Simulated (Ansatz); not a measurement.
One change: `C[S][SnH2][CH3]` becomes `C[S][SnH]([CH3])[F]`.

Ansatz, PBE0-D4/def2-TZVP geometries, multiplicity 1. Each molecule was computed in one conformer, which needn't be the lowest.

Elements past krypton have def2 core potentials.

```csv
property,`C[S][SnH2][CH3]`
HOMO–LUMO gap (B3LYP/def2-TZVPP) / eV,5.98
"ideal-gas entropy at 298 K and 1 bar (rigid rotor, harmonic PBE0-D4/def2-TZVP) / J/(mol·K)",385
LUMO energy (PBE/def2-TZVPP) / eV,-0.94
size of the dipole moment (B3LYP/def2-TZVPP) / D,1.98
LUMO energy (PBE0/def2-TZVPP) / eV,-0.09
size of the dipole moment (ωB97M-V/def2-TZVPP) / D,1.98
```

(1) What does the change do to each property? (Estimate.)

Answers

(1) The calculation gave: 
```json
{"property": "HOMO–LUMO gap (B3LYP/def2-TZVPP) / eV", "`C[S][SnH]([CH3])[F]`": "5.98", "shift": "0.00"}
{"property": "ideal-gas entropy at 298 K and 1 bar (rigid rotor, harmonic PBE0-D4/def2-TZVP) / J/(mol·K)", "`C[S][SnH]([CH3])[F]`": "412", "shift": "27"}
{"property": "LUMO energy (PBE/def2-TZVPP) / eV", "`C[S][SnH]([CH3])[F]`": "-1.44", "shift": "-0.50"}
{"property": "size of the dipole moment (B3LYP/def2-TZVPP) / D", "`C[S][SnH]([CH3])[F]`": "2.96", "shift": "0.98"}
{"property": "LUMO energy (PBE0/def2-TZVPP) / eV", "`C[S][SnH]([CH3])[F]`": "-0.51", "shift": "-0.42"}
{"property": "size of the dipole moment (ωB97M-V/def2-TZVPP) / D", "`C[S][SnH]([CH3])[F]`": "2.94", "shift": "0.96"}
```

With PBE0 the HOMO falls by 0.47 eV and the LUMO falls by 0.42 eV, so the gap widens by about 0.05 eV. PBE moves the HOMO by -0.45 eV and ωB97M-V by -0.49 eV. Dipoles are sizes alone; their direction can turn. Modes under 60 cm⁻¹, often nearly free rotors, make the harmonic entropy too high.

B3LYP here is the variant with VWN-RPA as its local correlation; programs differ in this.
